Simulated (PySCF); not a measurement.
Rb³⁺ (rubidium, charge +3): r2SCAN calculation

Configuration: [Ar] 3d10 4s2 4p4, high-spin 3P determinant. Computed with PySCF 2.14 in cc-pVDZ-X2C (6s5p3d, 36 functions), with the spin-free X2C one-electron Hamiltonian (Gaussian nucleus).

| Property | Result |
| --- | --- |
| Total energy | -2978.28 hartree |
| One-electron energy | -4077.39 hartree |
| Hartree (Coulomb) energy | 1199.38 hartree |
| Exchange-correlation energy | -100.26 hartree |
| ⟨S²⟩ | 2.0003 |
| ⟨L²⟩ | 2.001 |
| Sum of ⟨r⟩ | 20.41 bohr |
| Sum of ⟨r²⟩ | 24.29 bohr² |
| Traceless quadrupole moment −½Σ⟨3z² − r²⟩ along its main axis | -1.34 e·bohr² |
| Langevin diamagnetic susceptibility | -19.2 ×10⁻⁶ cm³/mol |
| Time after the integrals | 0.5 s of wall time on 1 thread of Neoverse-V2 (shared host) |

```tsv
shell	electrons	mean orbital energy (eV)	spread (eV)	rms radius, mean of both spins (bohr)
1s α	1	-15097.3	0	0.0464
1s β	1	-15097.1	0	0.0464
2s α	1	-2065.2	0	0.193
2s β	1	-2065.2	0	0.193
2p α	3	-1834.0	0.309	0.171
2p β	3	-1833.8	0.117	0.171
3s α	1	-346.58	0	0.544
3s β	1	-346.34	0	0.544
3p α	3	-271.40	0.895	0.558
3p β	3	-271.12	0.694	0.558
3d α	5	-147.51	0.866	0.577
3d β	5	-147.15	0.626	0.577
4s α	1	-68.937	0	1.55
4s β	1	-65.701	0	1.55
4p α	3	-50.374	1.838	1.83
4p β	1	-48.002	0	1.83
```

Densities and radii are taken from the X2C orbitals without a picture-change correction, which distorts them close to the nucleus.
